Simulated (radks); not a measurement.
Problem. Te I, configuration [Kr] 4d10 5s2 5p4. Method: Dirac Kohn-Sham, PBE, spin-unpolarised, spherical densities, finite nucleus; open shells fill j = l - 1/2 first; Fermi nuclear charge, rms radius 4.7423 fm; computed with a radial shooting solver on a logarithmic mesh with Libxc functionals.

Spin-orbit splittings of the eigenvalues, e(l+1/2) - e(l-1/2), with zeta = 2 splitting/(2l+1) and mean radii in bohr:

shell  occ.  splitting (eV)  zeta (eV)  <r> j=l-1/2  <r> j=l+1/2
2p        6           274.5      183.0       0.1008       0.1064
3p        6           51.16      34.11       0.3122       0.3236
3d       10           10.70      4.279       0.2947       0.2983
4p        6               ?          ?       0.8016       0.8303
4d       10           1.466     0.5865       0.9651       0.9774
5p        4          0.7868     0.5245        2.591        2.723

Estimate the 4p splitting.

Solution. 9.710 eV (zeta = 6.473 eV).
